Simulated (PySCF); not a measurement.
Molecule: `B[C@@H]1C[C@H]1C`, C₄H₉B.

Molfile (atoms numbered from 1):
```
C4H9B
     RDKit          3D

 14 14  0  0  0  0  0  0  0  0999 V2000
   -1.8455   -0.4742    0.5303 B   0  0  0  0  0  0  0  0  0  0  0  0
   -0.4998    0.2469    0.5735 C   0  0  2  0  0  0  0  0  0  0  0  0
   -0.0982    1.1397   -0.6050 C   0  0  0  0  0  0  0  0  0  0  0  0
    0.5609   -0.1693   -0.4622 C   0  0  1  0  0  0  0  0  0  0  0  0
    1.9954   -0.2816   -0.0234 C   0  0  0  0  0  0  0  0  0  0  0  0
   -2.4630   -0.7467    1.5352 H   0  0  0  0  0  0  0  0  0  0  0  0
   -2.3077   -0.7966   -0.5445 H   0  0  0  0  0  0  0  0  0  0  0  0
   -0.0771    0.5538    1.5360 H   0  0  0  0  0  0  0  0  0  0  0  0
   -0.8299    1.2849   -1.4034 H   0  0  0  0  0  0  0  0  0  0  0  0
    0.4738    2.0351   -0.3456 H   0  0  0  0  0  0  0  0  0  0  0  0
    0.2361   -0.9467   -1.1614 H   0  0  0  0  0  0  0  0  0  0  0  0
    2.6749   -0.2206   -0.8884 H   0  0  0  0  0  0  0  0  0  0  0  0
    2.1857   -1.2384    0.4868 H   0  0  0  0  0  0  0  0  0  0  0  0
    2.2641    0.5295    0.6706 H   0  0  0  0  0  0  0  0  0  0  0  0
  1  2  1  0
  2  3  1  0
  3  4  1  0
  4  5  1  0
  4  2  1  0
  1  6  1  0
  1  7  1  0
  2  8  1  1
  3  9  1  0
  3 10  1  0
  4 11  1  6
  5 12  1  0
  5 13  1  0
  5 14  1  0
M  END
```

Geometry PBE0-D3(BJ)/def2-SVP throughout; GIAO in PySCF, gas phase, one conformer, non-relativistic; equivalent atoms averaged; functional PBE0.

For orientation, def2-SVP gives these shifts δ (against TMS at the same level): C4 21.8, C3 22.0, C2 25.6, C5 19.8, H6/H7 7.09, H9 1.21, H11 1.34, H8 0.83, H12/H13/H14 1.05 ppm.

A run gave: C4 27.7, C3 26.4, C2 23.0, C5 22.4, H6/H7 6.86, H9 1.44, H11 1.31, H8 1.19, H12/H13/H14 0.97 ppm (shifts δ (against TMS at the same level)).

Question: Which basis set was used in that run?
A. pcSseg-1
B. 6-31G
C. 6-311+G(2d,p)
D. 6-31G*
E. STO-3G

Answer: E. C4 tells them apart best: STO-3G gives 27.7, 6-311+G(2d,p) gives 23.5, 6-31G* gives 21.6, pcSseg-1 gives 23.1, 6-31G gives 22.4 ppm.
